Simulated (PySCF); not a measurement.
How methods differ on the ionisation energy of Pb⁶¹⁺

Pb⁶¹⁺ [Ar] 3d3 (4F) → Pb⁶²⁺ [Ar] 3d2 (3F), as a difference of total energies. All numbers are calculated (PySCF 2.14, the non-relativistic Hamiltonian (point nucleus), in an uncontracted even-tempered set (16 s from 17 bohr⁻², ratio 2.5; 10 p from 22 bohr⁻², ratio 2.5; 7 d from 22 bohr⁻², ratio 2.5; 4 f from 79 bohr⁻², ratio 2.7; 3 g from 120 bohr⁻², ratio 2.7)). Correlated levels: outer shells: [Ne] frozen; virtual orbitals above 40 to 60 times the deepest correlated orbital energy dropped. The calculations carry no spin-orbit coupling.

```
                method  ionisation energy (eV)
                   UHF                  6505.8
                   LDA                  6503.8
                  PBE0                  6505.0
                  PW91                  6504.9
                  MN15                  6501.5
    MP2 (outer shells)                  6505.0
SCS-MP2 (outer shells)                  6504.6
```

Q: Estimate what r2SCAN gives.

A: 6506.9 eV, closest to UHF among the rows shown.

Q: Estimate what PBE gives.

A: 6504.2 eV, closest to LDA among the rows shown.

Spin-orbit coupling is strong in these open shells (close to jj coupling). The scalar numbers leave it out and a first-order estimate fails, so it can dominate the gap to the real levels.

The gap to the reference is mostly relativistic.

For comparison: 6597 ± 12 eV (theoretical estimate listed by NIST; NIST Atomic Spectra Database, ionization energies).
